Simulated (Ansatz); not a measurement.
Gas-phase electronic energies from Ansatz, PBE0-D4/def2-TZVP geometries. CCSD(T)/CBS adds triple-zeta CCSD(T) − MP2 to the extrapolated MP2 energy (def2 sets, frozen cores). Functionals use def2-TZVPP. B3LYP here is the variant with VWN-RPA as its local correlation; programs differ in this. For Ge outer-core shells are correlated without core-valence functions, which leaves a few kJ/mol of doubt a bond. Scalar relativity is left out up to krypton. Each species was taken in one conformer, which may not be the lowest.

`NB[SiH2]N` + `[CH3][Ge]([NH2])([OH])[F]` → `C[SiH2]BN` + `[NH2][Ge]([NH2])([OH])[F]`  (redistribution)

| level | ΔE (kJ/mol) | difference from CCSD(T)/CBS |
| --- | --- | --- |
| PBE-D4 | 9.8 | -3.2 |
| r2SCAN-D4 | 9.7 | -3.3 |
| PBE0-D4 | 9.6 | -3.4 |
| B3LYP-D4 | 12.7 | -0.3 |
| ωB97X-V | 10.5 | -2.5 |
| ωB97M-V | 11.6 | -1.4 |
| B2PLYP | 11.9 | -1.1 |
| PBE | 10.3 | -2.7 |
| r2SCAN | 9.8 | -3.2 |
| PBE0 | 10.0 | -3.0 |
| B3LYP | 13.5 | 0.5 |
| HF/def2-TZVPP | 11.2 | -1.8 |
| MP2/def2-TZVPP | 10.2 | -2.8 |
| SCS-MP2/def2-TZVPP | 10.3 | -2.7 |
| CCSD/def2-TZVPP | 9.9 | -3.1 |
| CCSD(T)/def2-TZVPP | 9.2 | -3.8 |
| HF/def2-QZVPP | 12.0 | -1.0 |
| MP2/def2-QZVPP | 12.7 | -0.3 |
| SCS-MP2/def2-QZVPP | 12.6 | -0.4 |
| HF/CBS(def2) | 12.2 | -0.8 |
| MP2/CBS(def2) | 14.0 | 1.0 |
| CCSD/CBS(def2) | 13.8 | 0.8 |
| CCSD(T)/CBS | 13.0 | 0 |

Largest T1 diagnostic among the species: 0.013.
